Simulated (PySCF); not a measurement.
# C²⁺: excitation energy

C²⁺ [He] 2s2 (1S) → C²⁺ [He] 2s1 3s1 (3S), as a difference of total energies. Calculation: PySCF 2.14, in x2c-TZVPPall with one added diffuse shell each of s, p, d type (6s4p3d1f, 40 functions); scalar relativity by spin-free X2C-1e. Correlated levels: valence and next inner shell: nothing frozen. The calculations carry no spin-orbit coupling.

```
                                method  excitation energy (eV)
                                   UHF                  27.779
    MP2 (valence and next inner shell)                  28.834
SCS-MP2 (valence and next inner shell)                  29.144
   CCSD (valence and next inner shell)                  29.444
CCSD(T) (valence and next inner shell)                  29.449
```

Question: How much does correlation contribute at CCSD(T) (valence and next inner shell)?

Answer: 29.449 − (27.779) = 1.670 eV, measured against UHF.

The promoted electron is Rydberg-like, and one or two diffuse shells describe it only roughly, which tends to raise the upper state.

The coupled-cluster amplitudes are large for the lower state (T1 above 0.03 or a double amplitude above 0.15), so a single reference is strained.
